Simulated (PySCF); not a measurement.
**A ladder for the ionisation energy of Sc(2+)**

Sc(2+) [Ar] 3d1 (2D) → Sc(3+) [Ar] (1S). Scalar values calculated with PySCF 2.14 in x2c-TZVPPall (spin-free X2C; valence and next inner shell: [Ne] frozen; valence: [Ar] frozen). The spin-orbit shift comes from two-component X2C-1e calculations (generalised Hartree-Fock, GHF, and MP2 on its spinors, GMP2) in x2c-QZVPPall-2c: GMP2 gives 24.371 eV without and 24.388 eV with screened spin-orbit coupling, a shift of 0.017 eV (GHF: 0.012 eV). Sums use unrounded values; where a UHF row is shifted, it takes the GHF shift.

```json
{"method": "UHF", "scalar (eV)": "23.793", "plus spin-orbit shift (eV)": "23.805", "error (eV)": "-0.952"}
{"method": "MP2 (valence and next inner shell)", "scalar (eV)": "23.954", "plus spin-orbit shift (eV)": "23.971", "error (eV)": "-0.786"}
{"method": "SCS-MP2 (valence and next inner shell)", "scalar (eV)": "23.934", "plus spin-orbit shift (eV)": "23.952", "error (eV)": "-0.805"}
{"method": "CCSD (valence and next inner shell)", "scalar (eV)": "23.967", "plus spin-orbit shift (eV)": "23.984", "error (eV)": "-0.773"}
{"method": "CCSD(T) (valence and next inner shell)", "scalar (eV)": "23.982", "plus spin-orbit shift (eV)": "24.000", "error (eV)": "-0.757"}
{"method": "LDA", "scalar (eV)": "25.328", "plus spin-orbit shift (eV)": "25.346", "error (eV)": "0.589"}
{"method": "PBE", "scalar (eV)": "25.283", "plus spin-orbit shift (eV)": "25.300", "error (eV)": "0.543"}
{"method": "PBE0", "scalar (eV)": "25.143", "plus spin-orbit shift (eV)": "25.160", "error (eV)": "0.403"}
{"method": "r2SCAN", "scalar (eV)": "25.070", "plus spin-orbit shift (eV)": "25.087", "error (eV)": "0.330"}
{"method": "TPSS", "scalar (eV)": "25.227", "plus spin-orbit shift (eV)": "25.244", "error (eV)": "0.487"}
{"method": "M06-2X", "scalar (eV)": "24.764", "plus spin-orbit shift (eV)": "24.781", "error (eV)": "0.024"}
{"method": "PW91", "scalar (eV)": "25.381", "plus spin-orbit shift (eV)": "25.399", "error (eV)": "0.642"}
{"method": "B97-3", "scalar (eV)": "24.977", "plus spin-orbit shift (eV)": "24.994", "error (eV)": "0.237"}
```

Reference: 24.757 eV (measured; NIST Atomic Spectra Database, ionization energies).

The errors of the correlated levels include the incompleteness of the basis and the frozen core, so a lower level can come closer by cancellation.
